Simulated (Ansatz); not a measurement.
Calculated with Ansatz (gas phase, PBE0-D4/def2-TZVP geometries, no zero-point term in ΔE). CBS: MP2 limit from def2 TZ/QZ plus the TZ coupled-cluster correction, frozen cores. Double bonds are as drawn, so ΔE can hold a change between cis and trans. One conformer a species, not always the lowest.

Consider the ligand exchange at the Si–C bond: `B/C=C/[SiH3]` + `CC(=N)O` → `C/C(O)=N\[SiH3]` + `BC=C`.

| level | ΔE (kJ/mol) |
| --- | --- |
| MP2/def2-TZVPP | -51.5 |
| HF/CBS(def2) | -56.6 |

What does CCSD(T)/CBS give? (Best estimate.)

The calculation gave: -48.3 kJ/mol. The listed levels differ from it by -3.2, -8.3 kJ/mol.

Largest T1 diagnostic among the species: 0.013.

In def2-TZVPP, CCSD(T) changes the Hartree–Fock value by +8.6 kJ/mol (the triples alone add +0.4 kJ/mol) and MP2 by +4.6 kJ/mol.
